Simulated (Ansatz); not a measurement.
Calculated with Ansatz (gas phase, PBE0-D4/def2-TZVP geometries, no zero-point term in ΔE). CCSD(T)/CBS is the MP2 limit (def2-TZVPP, def2-QZVPP) plus CCSD(T) − MP2 in def2-TZVPP, frozen cores. Functionals use def2-TZVPP. For Ge outer-core shells are correlated without core-valence functions, which leaves a few kJ/mol of doubt a bond. Scalar relativity is left out up to krypton. One conformer a species, not always the lowest.

Consider the redistribution: `C[O][Ge][OH]` + `NBCF` → `C[O][Ge][NH2]` + `OBCF`.

```
         level  ΔE (kJ/mol)
        r2SCAN         38.7
MP2/def2-TZVPP         36.4
```

(1) What does CCSD(T)/CBS give? (Best estimate.)

Largest T1 diagnostic among the species: 0.015.

Results:

(1) Ansatz gave: +36.5 kJ/mol. The listed levels differ from it by 2.2, -0.1 kJ/mol.

In def2-TZVPP, CCSD(T) changes the Hartree–Fock value by +8.7 kJ/mol (the triples alone add +1.8 kJ/mol) and MP2 by +9.7 kJ/mol. From PBE to PBE0 (25 % exact exchange), in def2-TZVPP and without D4, ΔE moves by −4.0 kJ/mol.
